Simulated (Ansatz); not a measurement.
Cl₂GeI (`[Cl][Ge]([Cl])[I]`) radical at its PBE0-D4/def2-TZVP geometry, where that method's forces vanish. The species carries charge 0 and has multiplicity 2. I: def2 effective core potential.

```xyz
4

Cl   -1.1025    1.5986    0.7078
Ge    0.0440   -0.2179    0.5416
Cl    2.0360    0.3527   -0.0485
I    -0.9775   -1.7334   -1.2009
```

Question: What forces (eV/Å) does r2SCAN-D4/def2-TZVPP give on these atoms in the Gaussian-basis code of Ansatz? (An estimate is asked.)

Answer: Ansatz gave: 
```
Cl1 -0.038  0.065  0.010
Ge2 -0.003 -0.039  0.053
Cl3  0.071  0.022 -0.016
I4  -0.030 -0.047 -0.047
```
